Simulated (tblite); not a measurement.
Species: C₅H₉FO.
Atom-mapped SMILES: `[F:1][C@H:2]1[CH2:3][CH2:4][CH2:5][CH2:6][O:7]1` (hydrogens: H8 on C2; H9, H10 on C3; H11, H12 on C4; H13, H14 on C5; H15, H16 on C6)

Computed with GFN2-xTB (tblite), gas phase: Langevin dynamics at 200 K from the optimised GFN2-xTB geometry, time step 0.5 fs, friction 0.01 fs⁻¹, 2000 steps. The instantaneous temperature is 2·E(kin)/(3Nk) with all 3N coordinates.

```json
{"t (fs)": "0", "T (K)": "163", "E(pot) above start (eV)": "0.000", "F1–C2 (Å)": "1.393", "C2–C3 (Å)": "1.528", "C3–C4 (Å)": "1.528", "C4–C5 (Å)": "1.527", "C5–C6 (Å)": "1.526", "C2–H8 (Å)": "1.099"}
{"t (fs)": "25", "T (K)": "70", "E(pot) above start (eV)": "0.225", "F1–C2 (Å)": "1.413", "C2–C3 (Å)": "1.545", "C3–C4 (Å)": "1.511", "C4–C5 (Å)": "1.569", "C5–C6 (Å)": "1.537", "C2–H8 (Å)": "1.115"}
{"t (fs)": "50", "T (K)": "85", "E(pot) above start (eV)": "0.273", "F1–C2 (Å)": "1.381", "C2–C3 (Å)": "1.549", "C3–C4 (Å)": "1.498", "C4–C5 (Å)": "1.549", "C5–C6 (Å)": "1.500", "C2–H8 (Å)": "1.094"}
{"t (fs)": "75", "T (K)": "126", "E(pot) above start (eV)": "0.265", "F1–C2 (Å)": "1.437", "C2–C3 (Å)": "1.537", "C3–C4 (Å)": "1.514", "C4–C5 (Å)": "1.514", "C5–C6 (Å)": "1.477", "C2–H8 (Å)": "1.101"}
{"t (fs)": "100", "T (K)": "154", "E(pot) above start (eV)": "0.222", "F1–C2 (Å)": "1.380", "C2–C3 (Å)": "1.497", "C3–C4 (Å)": "1.572", "C4–C5 (Å)": "1.551", "C5–C6 (Å)": "1.498", "C2–H8 (Å)": "1.120"}
{"t (fs)": "125", "T (K)": "147", "E(pot) above start (eV)": "0.220", "F1–C2 (Å)": "1.376", "C2–C3 (Å)": "1.530", "C3–C4 (Å)": "1.548", "C4–C5 (Å)": "1.556", "C5–C6 (Å)": "1.536", "C2–H8 (Å)": "1.106"}
{"t (fs)": "150", "T (K)": "149", "E(pot) above start (eV)": "0.290", "F1–C2 (Å)": "1.419", "C2–C3 (Å)": "1.550", "C3–C4 (Å)": "1.505", "C4–C5 (Å)": "1.527", "C5–C6 (Å)": "1.555", "C2–H8 (Å)": "1.077"}
{"t (fs)": "175", "T (K)": "182", "E(pot) above start (eV)": "0.230", "F1–C2 (Å)": "1.391", "C2–C3 (Å)": "1.561", "C3–C4 (Å)": "1.504", "C4–C5 (Å)": "1.534", "C5–C6 (Å)": "1.551", "C2–H8 (Å)": "1.092"}
{"t (fs)": "200", "T (K)": "150", "E(pot) above start (eV)": "0.423", "F1–C2 (Å)": "1.341", "C2–C3 (Å)": "1.497", "C3–C4 (Å)": "1.541", "C4–C5 (Å)": "1.555", "C5–C6 (Å)": "1.471", "C2–H8 (Å)": "1.117"}
{"t (fs)": "225", "T (K)": "214", "E(pot) above start (eV)": "0.450", "F1–C2 (Å)": "1.462", "C2–C3 (Å)": "1.542", "C3–C4 (Å)": "1.520", "C4–C5 (Å)": "1.569", "C5–C6 (Å)": "1.511", "C2–H8 (Å)": "1.120"}
{"t (fs)": "250", "T (K)": "226", "E(pot) above start (eV)": "0.391", "F1–C2 (Å)": "1.375", "C2–C3 (Å)": "1.497", "C3–C4 (Å)": "1.530", "C4–C5 (Å)": "1.529", "C5–C6 (Å)": "1.524", "C2–H8 (Å)": "1.174"}
{"t (fs)": "275", "T (K)": "229", "E(pot) above start (eV)": "0.320", "F1–C2 (Å)": "1.399", "C2–C3 (Å)": "1.540", "C3–C4 (Å)": "1.549", "C4–C5 (Å)": "1.546", "C5–C6 (Å)": "1.537", "C2–H8 (Å)": "1.127"}
{"t (fs)": "300", "T (K)": "207", "E(pot) above start (eV)": "0.434", "F1–C2 (Å)": "1.378", "C2–C3 (Å)": "1.535", "C3–C4 (Å)": "1.538", "C4–C5 (Å)": "1.552", "C5–C6 (Å)": "1.492", "C2–H8 (Å)": "1.095"}
{"t (fs)": "325", "T (K)": "216", "E(pot) above start (eV)": "0.436", "F1–C2 (Å)": "1.440", "C2–C3 (Å)": "1.561", "C3–C4 (Å)": "1.480", "C4–C5 (Å)": "1.539", "C5–C6 (Å)": "1.468", "C2–H8 (Å)": "1.053"}
{"t (fs)": "350", "T (K)": "214", "E(pot) above start (eV)": "0.408", "F1–C2 (Å)": "1.358", "C2–C3 (Å)": "1.499", "C3–C4 (Å)": "1.511", "C4–C5 (Å)": "1.561", "C5–C6 (Å)": "1.528", "C2–H8 (Å)": "1.085"}
{"t (fs)": "375", "T (K)": "165", "E(pot) above start (eV)": "0.534", "F1–C2 (Å)": "1.365", "C2–C3 (Å)": "1.537", "C3–C4 (Å)": "1.532", "C4–C5 (Å)": "1.569", "C5–C6 (Å)": "1.533", "C2–H8 (Å)": "1.109"}
{"t (fs)": "400", "T (K)": "222", "E(pot) above start (eV)": "0.468", "F1–C2 (Å)": "1.418", "C2–C3 (Å)": "1.537", "C3–C4 (Å)": "1.499", "C4–C5 (Å)": "1.523", "C5–C6 (Å)": "1.495", "C2–H8 (Å)": "1.132"}
{"t (fs)": "425", "T (K)": "213", "E(pot) above start (eV)": "0.377", "F1–C2 (Å)": "1.422", "C2–C3 (Å)": "1.511", "C3–C4 (Å)": "1.496", "C4–C5 (Å)": "1.542", "C5–C6 (Å)": "1.515", "C2–H8 (Å)": "1.109"}
{"t (fs)": "450", "T (K)": "226", "E(pot) above start (eV)": "0.388", "F1–C2 (Å)": "1.350", "C2–C3 (Å)": "1.510", "C3–C4 (Å)": "1.496", "C4–C5 (Å)": "1.554", "C5–C6 (Å)": "1.535", "C2–H8 (Å)": "1.083"}
{"t (fs)": "475", "T (K)": "221", "E(pot) above start (eV)": "0.390", "F1–C2 (Å)": "1.421", "C2–C3 (Å)": "1.544", "C3–C4 (Å)": "1.532", "C4–C5 (Å)": "1.547", "C5–C6 (Å)": "1.506", "C2–H8 (Å)": "1.078"}
{"t (fs)": "500", "T (K)": "211", "E(pot) above start (eV)": "0.415", "F1–C2 (Å)": "1.402", "C2–C3 (Å)": "1.575", "C3–C4 (Å)": "1.539", "C4–C5 (Å)": "1.524", "C5–C6 (Å)": "1.522", "C2–H8 (Å)": "1.097"}
{"t (fs)": "525", "T (K)": "191", "E(pot) above start (eV)": "0.579", "F1–C2 (Å)": "1.361", "C2–C3 (Å)": "1.531", "C3–C4 (Å)": "1.528", "C4–C5 (Å)": "1.535", "C5–C6 (Å)": "1.541", "C2–H8 (Å)": "1.114"}
{"t (fs)": "550", "T (K)": "264", "E(pot) above start (eV)": "0.361", "F1–C2 (Å)": "1.380", "C2–C3 (Å)": "1.562", "C3–C4 (Å)": "1.577", "C4–C5 (Å)": "1.552", "C5–C6 (Å)": "1.460", "C2–H8 (Å)": "1.111"}
{"t (fs)": "575", "T (K)": "181", "E(pot) above start (eV)": "0.492", "F1–C2 (Å)": "1.429", "C2–C3 (Å)": "1.576", "C3–C4 (Å)": "1.529", "C4–C5 (Å)": "1.527", "C5–C6 (Å)": "1.487", "C2–H8 (Å)": "1.091"}
{"t (fs)": "600", "T (K)": "252", "E(pot) above start (eV)": "0.385", "F1–C2 (Å)": "1.400", "C2–C3 (Å)": "1.544", "C3–C4 (Å)": "1.480", "C4–C5 (Å)": "1.515", "C5–C6 (Å)": "1.525", "C2–H8 (Å)": "1.103"}
{"t (fs)": "625", "T (K)": "174", "E(pot) above start (eV)": "0.464", "F1–C2 (Å)": "1.404", "C2–C3 (Å)": "1.554", "C3–C4 (Å)": "1.548", "C4–C5 (Å)": "1.536", "C5–C6 (Å)": "1.511", "C2–H8 (Å)": "1.080"}
{"t (fs)": "650", "T (K)": "191", "E(pot) above start (eV)": "0.426", "F1–C2 (Å)": "1.378", "C2–C3 (Å)": "1.533", "C3–C4 (Å)": "1.564", "C4–C5 (Å)": "1.527", "C5–C6 (Å)": "1.503", "C2–H8 (Å)": "1.060"}
{"t (fs)": "675", "T (K)": "170", "E(pot) above start (eV)": "0.421", "F1–C2 (Å)": "1.400", "C2–C3 (Å)": "1.522", "C3–C4 (Å)": "1.516", "C4–C5 (Å)": "1.523", "C5–C6 (Å)": "1.530", "C2–H8 (Å)": "1.067"}
{"t (fs)": "700", "T (K)": "222", "E(pot) above start (eV)": "0.363", "F1–C2 (Å)": "1.435", "C2–C3 (Å)": "1.520", "C3–C4 (Å)": "1.527", "C4–C5 (Å)": "1.529", "C5–C6 (Å)": "1.547", "C2–H8 (Å)": "1.115"}
{"t (fs)": "725", "T (K)": "211", "E(pot) above start (eV)": "0.391", "F1–C2 (Å)": "1.396", "C2–C3 (Å)": "1.544", "C3–C4 (Å)": "1.545", "C4–C5 (Å)": "1.534", "C5–C6 (Å)": "1.527", "C2–H8 (Å)": "1.145"}
{"t (fs)": "750", "T (K)": "189", "E(pot) above start (eV)": "0.452", "F1–C2 (Å)": "1.352", "C2–C3 (Å)": "1.550", "C3–C4 (Å)": "1.548", "C4–C5 (Å)": "1.533", "C5–C6 (Å)": "1.515", "C2–H8 (Å)": "1.143"}
{"t (fs)": "775", "T (K)": "234", "E(pot) above start (eV)": "0.435", "F1–C2 (Å)": "1.468", "C2–C3 (Å)": "1.565", "C3–C4 (Å)": "1.510", "C4–C5 (Å)": "1.544", "C5–C6 (Å)": "1.474", "C2–H8 (Å)": "1.060"}
{"t (fs)": "800", "T (K)": "257", "E(pot) above start (eV)": "0.294", "F1–C2 (Å)": "1.375", "C2–C3 (Å)": "1.504", "C3–C4 (Å)": "1.514", "C4–C5 (Å)": "1.551", "C5–C6 (Å)": "1.521", "C2–H8 (Å)": "1.036"}
{"t (fs)": "825", "T (K)": "225", "E(pot) above start (eV)": "0.389", "F1–C2 (Å)": "1.382", "C2–C3 (Å)": "1.545", "C3–C4 (Å)": "1.521", "C4–C5 (Å)": "1.490", "C5–C6 (Å)": "1.570", "C2–H8 (Å)": "1.054"}
{"t (fs)": "850", "T (K)": "150", "E(pot) above start (eV)": "0.475", "F1–C2 (Å)": "1.412", "C2–C3 (Å)": "1.547", "C3–C4 (Å)": "1.539", "C4–C5 (Å)": "1.529", "C5–C6 (Å)": "1.533", "C2–H8 (Å)": "1.102"}
{"t (fs)": "875", "T (K)": "228", "E(pot) above start (eV)": "0.320", "F1–C2 (Å)": "1.407", "C2–C3 (Å)": "1.525", "C3–C4 (Å)": "1.505", "C4–C5 (Å)": "1.546", "C5–C6 (Å)": "1.555", "C2–H8 (Å)": "1.137"}
{"t (fs)": "900", "T (K)": "242", "E(pot) above start (eV)": "0.411", "F1–C2 (Å)": "1.411", "C2–C3 (Å)": "1.518", "C3–C4 (Å)": "1.505", "C4–C5 (Å)": "1.544", "C5–C6 (Å)": "1.520", "C2–H8 (Å)": "1.147"}
{"t (fs)": "925", "T (K)": "271", "E(pot) above start (eV)": "0.436", "F1–C2 (Å)": "1.369", "C2–C3 (Å)": "1.574", "C3–C4 (Å)": "1.529", "C4–C5 (Å)": "1.582", "C5–C6 (Å)": "1.455", "C2–H8 (Å)": "1.116"}
{"t (fs)": "950", "T (K)": "267", "E(pot) above start (eV)": "0.297", "F1–C2 (Å)": "1.421", "C2–C3 (Å)": "1.545", "C3–C4 (Å)": "1.513", "C4–C5 (Å)": "1.543", "C5–C6 (Å)": "1.553", "C2–H8 (Å)": "1.067"}
{"t (fs)": "975", "T (K)": "173", "E(pot) above start (eV)": "0.345", "F1–C2 (Å)": "1.410", "C2–C3 (Å)": "1.478", "C3–C4 (Å)": "1.544", "C4–C5 (Å)": "1.513", "C5–C6 (Å)": "1.556", "C2–H8 (Å)": "1.071"}
{"t (fs)": "1000", "T (K)": "172", "E(pot) above start (eV)": "0.351", "F1–C2 (Å)": "1.382", "C2–C3 (Å)": "1.552", "C3–C4 (Å)": "1.583", "C4–C5 (Å)": "1.512", "C5–C6 (Å)": "1.532", "C2–H8 (Å)": "1.091"}
```

Task: From 500 fs on, how do temperature and potential energy compare with equipartition?

Result: The mean temperature of these 21 frames is 213 K against the target 200 K, and the mean potential energy 0.40 eV against 42 × kT/2 = 0.36 eV for 42 classical harmonic modes. For 16 atoms in a canonical ensemble the temperature itself scatters by T·√(2/(3N)) = 41 K; here its standard deviation is 36 K. The whole run lasts only 10 friction times of 100 fs, so these averages carry a wide statistical error.

Task: What are the kinetic and total energies of the listed frame with the highest potential energy?

Result: The one at 525 fs, 0.579 eV above the start. Its kinetic energy is 3NkT/2 = 0.394 eV at 191 K, so the sum is 0.97 eV; over the listed frames the sum runs from 0.34 to 1.00 eV, since the thermostat adds and removes energy.

Task: How much do the listed bonds fluctuate from 500 fs on?

Result: 
```csv
bond,at the start (Å),mean (Å),standard deviation (Å)
F1–C2,1.393,1.399,0.026
C2–C3,1.528,1.541,0.024
C3–C4,1.528,1.532,0.024
C4–C5,1.527,1.533,0.018
C5–C6,1.526,1.521,0.030
C2–H8,1.099,1.095,0.032
```

The motion is classical and holds no zero-point motion.

What follows is the cost of the whole dynamics run. Hardware: an Arm Neoverse N1 with one thread (shared host). Cost: 16 s wall, 0.18 GiB resident at most.
